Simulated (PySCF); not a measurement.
BH3, SMILES B.

The structure is a stationary point at PBE0-D3(BJ)/def2-TZVPD. The isomer is the one that the SMILES or the coordinates give; other isomers of the formula were not compared.

These are PySCF with TDDFT-CAM-B3LYP/def2-TZVPD values and carry that method's errors.

Vertical excitations; the highest root listed may be one member of a degenerate set. The molecule is in vacuum. State labels are in the subgroup C2v.

| state | symmetry | energy (eV) | λ (nm) | f | main pairs |
|---|---|---|---|---|---|
| S1 | A2 | 5.84 | 212 | 0.000 | HOMO→LUMO (degenerate set) |
| S2 | B2 | 5.84 | 212 | 0.000 | HOMO−1→LUMO (degenerate set) |
| S3 | B1 | 9.38 | 132 | 0.110 | HOMO→LUMO+1 (degenerate set) |
| S4 | A1 | 9.38 | 132 | 0.110 | HOMO−1→LUMO+1 (degenerate set) |
| S5 | B1 | 10.86 | 114 | 0.000 | HOMO→LUMO+3 36 %, HOMO−1→LUMO+2 36 %, HOMO→LUMO+5 13 %, HOMO−1→LUMO+4 13 % |
| S6 | B1 | 11.12 | 111 | 0.005 | HOMO−1→LUMO+2, HOMO→LUMO+3 (degenerate set) |
| S7 | A1 | 11.12 | 111 | 0.005 | HOMO−1→LUMO+3, HOMO→LUMO+2 (degenerate set) |
| S8 | A1 | 11.38 | 109 | 0.000 | HOMO−1→LUMO+5 34 %, HOMO→LUMO+4 34 %, HOMO→LUMO+2 15 %, HOMO−1→LUMO+3 15 % |
| S9 | B1 | 11.44 | 108 | 0.000 | HOMO→LUMO+5 34 %, HOMO−1→LUMO+4 34 %, HOMO→LUMO+3 14 %, HOMO−1→LUMO+2 14 % |
| S10 | B2 | 11.52 | 108 | 0.088 | HOMO−2→LUMO 85 % |
| T1 | A2 | 5.09 | 244 | 0 | HOMO→LUMO (degenerate set) |
| T2 | B2 | 5.09 | 244 | 0 | HOMO−1→LUMO (degenerate set) |
| T3 | A1 | 9.13 | 136 | 0 | HOMO−1→LUMO+1 (degenerate set) |
| T4 | B1 | 9.13 | 136 | 0 | HOMO→LUMO+1 (degenerate set) |
Triplets are in the Tamm–Dancoff approximation, which puts them higher than full response would, so one can lie above its singlet here.
